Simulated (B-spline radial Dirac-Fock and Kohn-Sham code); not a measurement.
Relativistic shifts of the levels of N²⁺

System: the N²⁺ ion, configuration 1s2 2s2 2p1.

Both columns are ΔSCF binding energies of the configuration average from an atomic code on a B-spline grid: non-relativistic Hartree-Fock with a point nucleus, and Dirac-Fock with a finite nucleus and the Coulomb interaction alone, averaged over the two j levels with weights 2j+1.

```tsv
shell	Hartree-Fock (eV)	Dirac-Fock (eV)	shift (eV)	shift (%)
1s	458.0	458.3	+0.26	+0.06
2s	55.70	55.73	+0.04	+0.07
2p	47.17	47.17	0.00	-0.01
```

Relativity binds 1s, 2s more strongly, among those listed most of all 2s in relative terms.

Values without a named source are computed, but for edge energies of neutral atoms, which are taken from tables.
